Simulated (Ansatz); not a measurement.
A search over several starts for the lowest SCF solution of the cluster Na₅H₅⁺ at the given spin, in a small basis.

```yaml
crystal:
  periodic: [false, false, false]
  atoms:
    - {symbol: Na, position_ang: [-2.645513, -1.830133, -0.012574]}
    - {symbol: Na, position_ang: [1.057750, 3.013788, 0.032387]}
    - {symbol: Na, position_ang: [3.214703, -0.068635, -0.012101]}
    - {symbol: Na, position_ang: [0.915221, -3.044547, -0.035099]}
    - {symbol: Na, position_ang: [-2.542200, 1.929637, 0.027533]}
    - {symbol: H, position_ang: [2.655987, -2.013029, -0.031970]}
    - {symbol: H, position_ang: [2.752761, 1.903012, 0.013907]}
    - {symbol: H, position_ang: [-3.347001, 0.069778, 0.008229]}
    - {symbol: H, position_ang: [-0.956067, 3.182012, 0.039027]}
    - {symbol: H, position_ang: [-1.105641, -3.141893, -0.029350]}
basis:
  gaussian: {orbitals: def2-SVP}
total_charge: 1
magnetization: {spin_polarized: true, initial_magnetization: 1}
hamiltonian: {xc: pbe0, dispersion: d4}
output: {orbitals: {seedname: orbitals}}
```

```sh
$ ansatz run in.yaml --threads 4 --pin off --events-out ev --progress --plain --max-ram 3916MiB
```

It prints (some lines left out):

```
Functional definition: PBE0
930 factors; integrals over basis functions are off by at most 6.2e-4 eV
mean field evaluation 1: about -22130.4510 eV, gradient 1.5e1 eV
mean field evaluation 2: about -22129.7751 eV, gradient 1.1e1 eV
mean field evaluation 4: about -22132.4116 eV, gradient 5.1e0 eV
mean field evaluation 8: about -22132.8925 eV, gradient 1.0e0 eV
mean field evaluation 16: about -22132.9556 eV, gradient 2.0e-2 eV
mean field evaluation 32: about -22132.9556 eV, gradient 1.1e-5 eV
mean field evaluation 64: about -22132.8669 eV, gradient 1.4e0 eV
mean field evaluation 96: about -22132.9506 eV, gradient 3.7e-1 eV
mean field -22132.95613576 eV, -813.3711357327 hartree, gradient 9.3e-6 eV, S^2 0.767627; 10 other end points of the search recorded, 0 dependent functions left out
reference -22132.95619457 eV, -813.3711378938 hartree; 30, 29 occupied and 70, 71 virtual orbitals, 930 factors
Total energy: -22133.11748616 eV, -813.3770652503 hartree
```

Run time 28 s (4 threads of Arm Neoverse V1 on a shared host).

The structure comes from a short search, and lower isomers may exist.
